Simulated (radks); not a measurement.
Spherical jellium clusters: N electrons in a uniform positive sphere of charge N and radius rs N^(1/3), rs = 4.69 bohr. Calculated with a radial shooting solver with Libxc functionals: non-relativistic Kohn-Sham, LDA (Slater exchange, Perdew-Wang correlation), spin-polarised, spherical densities. Levels are named by radial order and angular momentum (1s, 1p, 1d, 2s, ...), and open shells are averaged over m.

N = 12, configuration 1s2 1p6 1d(up 4, down 0). This is the lowest configuration that the search found. Occupied and some empty levels:

level,occupation,eigenvalue (eV),<r> (bohr)
1s up,1,-4.1631,6.967
1s down,1,-3.8857,6.665
1p up,3,-3.4381,8.159
1p down,3,-3.0932,8.101
1d up,4,-2.5024,9.114
1d down,0,-2.1450,9.209
2s up,0,-1.9881,7.945
2s down,0,-1.8199,8.164
1f up,0,-1.4276,10.09
1f down,0,-1.0946,10.35
2p up,0,-0.95868,10.49
2p down,0,-0.79379,10.87

Energy (eV): total -21.3276, kinetic 16.273, external -432.52, Hartree 214.11, exchange-correlation -38.151, background 218.96.

Electron density:

r (bohr),n(r) (e/bohr^3)
0.776,0.001245
2.07,0.001519
3.37,0.001978
4.67,0.002488
5.96,0.002833
7.26,0.002758
8.56,0.002155
9.85,0.001282
11.2,0.0005753
12.4,0.0002104
13.7,0.00006870
15.0,0.00002066
16.3,5.947e-06
